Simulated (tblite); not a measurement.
Species: AsBFH5.
Numbering: `[H][As+:3]([H])([H])[BH2-:2][F:1]` (hydrogens: H4, H5 on B2; H6, H7, H8 on As3)

Geometry (GFN2-xTB, Å), atoms numbered from 1 in this order:
```
atom  x, y, z in Å
F1     1.4488    0.2189   -1.1012
B2     1.5283   -0.0761    0.1911
As3   -1.0708   -0.0299    0.2371
H4     1.6783   -1.2073    0.4713
H5     1.7225    0.8181    0.9278
H6    -1.3799    1.2258   -0.5017
H7    -1.4210   -0.8283   -0.9703
H8    -2.4971   -0.1117    0.7213
```

All values are computed: GFN2-xTB (tblite) harmonic vibrations without scaling, gas phase. Against measured fundamentals such values can be off by several per cent, at times by over 20. Modes of hydrogen on arsenic and boron can be 10 to 20 % off. One conformer, not necessarily the lowest.

Harmonic wavenumbers (cm⁻¹): 92.8, 99.0, 152.5, 162.8, 245.5, 523.6, 858.5, 928.0, 977.3, 1012.4, 1029.2, 1079.6, 1219.9, 1880.3, 2011.9, 2021.8, 2575.2, 2611.9.

A = 23269, B = 2919, C = 2717 MHz; mass 109.968 u (most abundant isotopes); point group Cs, symmetry number 1.

Task: What is the zero-point energy?

Result: Half the sum of the wavenumbers: 9741 cm⁻¹ = 27.85 kcal/mol.

Task: What is S at 298.15 K and 1 bar for an ideal gas of classical rigid rotors and harmonic oscillators?

Result: Translation 40.03, rotation 24.97, vibration 15.27: S = 80.3 cal/(mol K).

Task: And Cp and H(298.15 K) − H(0)?

Result: Cp = 21.28 cal/(mol K), of which vibrations give 13.33 (their classical limit is 18 R = 35.8); H(298.15 K) − H(0) = 4.70 kcal/mol without the zero-point energy, 2.33 from vibrations.

Task: How do the functions run with temperature in this model?

Result: 
```json
{"T (K)": "100", "S (cal/(mol K))": "61.1", "Cp (cal/(mol K))": "14.8", "H − H(0) (kcal/mol)": "1.11", "G − H(0) (kcal/mol)": "-5.00", "ln q(vib)": "0.83"}
{"T (K)": "200", "S (cal/(mol K))": "72.5", "Cp (cal/(mol K))": "18.1", "H − H(0) (kcal/mol)": "2.77", "G − H(0) (kcal/mol)": "-11.72", "ln q(vib)": "2.39"}
{"T (K)": "300", "S (cal/(mol K))": "80.4", "Cp (cal/(mol K))": "21.3", "H − H(0) (kcal/mol)": "4.74", "G − H(0) (kcal/mol)": "-19.38", "ln q(vib)": "3.78"}
{"T (K)": "500", "S (cal/(mol K))": "92.8", "Cp (cal/(mol K))": "27.3", "H − H(0) (kcal/mol)": "9.63", "G − H(0) (kcal/mol)": "-36.75", "ln q(vib)": "6.21"}
{"T (K)": "800", "S (cal/(mol K))": "107.0", "Cp (cal/(mol K))": "33.4", "H − H(0) (kcal/mol)": "18.82", "G − H(0) (kcal/mol)": "-66.82", "ln q(vib)": "9.38"}
{"T (K)": "1000", "S (cal/(mol K))": "114.8", "Cp (cal/(mol K))": "36.0", "H − H(0) (kcal/mol)": "25.77", "G − H(0) (kcal/mol)": "-89.02", "ln q(vib)": "11.25"}
```

q(vib) and H(0) count from the zero-point level.

Task: Which modes carry the vibrational entropy at 298.15 K?

Result: 92.8 cm⁻¹: 3.60; 99.0 cm⁻¹: 3.47; 152.5 cm⁻¹: 2.64; 162.8 cm⁻¹: 2.52; 245.5 cm⁻¹: 1.76; 523.6 cm⁻¹: 0.60 cal/(mol K); the other 12 give 0.67 together.

Task: What must be added to the electronic energy to get the Gibbs energy at 298.15 K and 1 bar?

Result: ZPE + [H(298.15 K) − H(0)] − T·S = 27.85 + 4.70 − 23.93 = 8.62 kcal/mol.

Task: Blend soft modes into free rotors: weight 1/[1 + (100 cm⁻¹/ν̃)⁴] for the oscillator and the rest for a rotor with moment μB/(μ + B), μ = h/(8π²ν), B = 10⁻⁴⁴ kg m². What vibrational entropy results?

Result: 14.53 cal/(mol K) in place of 15.27, which changes −T·S at 298.15 K by +0.22 kcal/mol.

Hindered rotation and anharmonicity are outside this model. Other conformers, if any are populated, would add a mixing term that is left out.

Hardware: Arm Neoverse N1, one thread, on a shared host. This covers the Hessian and the dipole derivatives.
